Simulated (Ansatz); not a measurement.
Ansatz (an electronic-structure program) input (CCSD(T)/aug-cc-pVDZ):

Ansatz 0.2 input:
```yaml
crystal:
  periodic: [false, false, false]
  atoms:
    - {symbol: C, position_ang: [-1.25853333, -0.85987455, 0.30577813]}
    - {symbol: C, position_ang: [-0.27444229, 0.18596863, -0.11936502]}
    - {symbol: F, position_ang: [-0.35540376, 0.41305842, -1.47350774]}
    - {symbol: F, position_ang: [-0.54637870, 1.38993826, 0.48754089]}
    - {symbol: C, position_ang: [1.20446434, -0.10978173, 0.17198250]}
    - {symbol: O, position_ang: [1.58642023, -1.10969521, 0.70727740]}
    - {symbol: H, position_ang: [-1.19047236, -1.01408797, 1.38106963]}
    - {symbol: H, position_ang: [-2.26230202, -0.52916018, 0.04328446]}
    - {symbol: H, position_ang: [-1.03686620, -1.79981813, -0.19625339]}
    - {symbol: H, position_ang: [1.88538849, 0.69578374, -0.16299196]}
basis:
  gaussian:
    orbitals: aug-cc-pVDZ
magnetization: {spin_polarized: false}
correlation: {method: ccsd_t, electrons: outside_noble_gas}
output: {forces: true}
```

End of the output:

```
6 core orbitals not correlated
reference -10604.76278815 eV, -389.7178442983 hartree; 18, 18 occupied and 150, 150 virtual orbitals, 1689 factors
densities: 4.16 GiB planned
second order -27.61636959 eV of doubles, -0.00000000 eV of singles
coupled cluster: 2.25 GiB planned
cycle   1  -27.62267426 eV  change   -6.3e-3 eV  update   1.3e-1
cycle   2  -28.32616541 eV  change   -7.0e-1 eV  update   3.9e-2
cycle   3  -28.51445981 eV  change   -1.9e-1 eV  update   2.0e-2
cycle   4  -28.50482955 eV  change    9.6e-3 eV  update   4.6e-3
cycle   5  -28.50178600 eV  change    3.0e-3 eV  update   2.1e-3
cycle   6  -28.50321875 eV  change   -1.4e-3 eV  update   6.7e-4
cycle   7  -28.50324070 eV  change   -2.2e-5 eV  update   2.5e-4
cycle   8  -28.50306631 eV  change    1.7e-4 eV  update   7.8e-5
cycle   9  -28.50307732 eV  change   -1.1e-5 eV  update   2.9e-5
cycle  10  -28.50309489 eV  change   -1.8e-5 eV  update   9.2e-6
cycle  11  -28.50308406 eV  change    1.1e-5 eV  update   3.4e-6
perturbative correction -0.92814123 eV, -0.0341085612 hartree
the calculation of the forces begins
Total energy: -10634.19401345 eV, -390.7994218785 hartree
Atom 0 at    -1.258533    -0.859875     0.305778 Å, force    -0.023267    -0.007404     0.001423 eV/Å
Atom 1 at    -0.274442     0.185969    -0.119365 Å, force     0.198683    -0.261850     0.149787 eV/Å
Atom 2 at    -0.355404     0.413058    -1.473508 Å, force    -0.053007     0.103169    -0.574118 eV/Å
Atom 3 at    -0.546379     1.389938     0.487541 Å, force    -0.133162     0.513178     0.248960 eV/Å
Atom 4 at     1.204464    -0.109782     0.171983 Å, force    -0.538072     1.287145    -0.693580 eV/Å
Atom 5 at     1.586420    -1.109695     0.707277 Å, force     0.581644    -1.598369     0.852857 eV/Å
Atom 6 at    -1.190472    -1.014088     1.381070 Å, force     0.045352    -0.046774     0.479543 eV/Å
Atom 7 at    -2.262302    -0.529160     0.043284 Å, force    -0.420516     0.156024    -0.118674 eV/Å
Atom 8 at    -1.036866    -1.799818    -0.196253 Å, force     0.115326    -0.404707    -0.238994 eV/Å
Atom 9 at     1.885388     0.695784    -0.162992 Å, force     0.227020     0.259589    -0.107204 eV/Å
Dipole moment:    -0.143821    -0.048384     0.010096 e Å
```
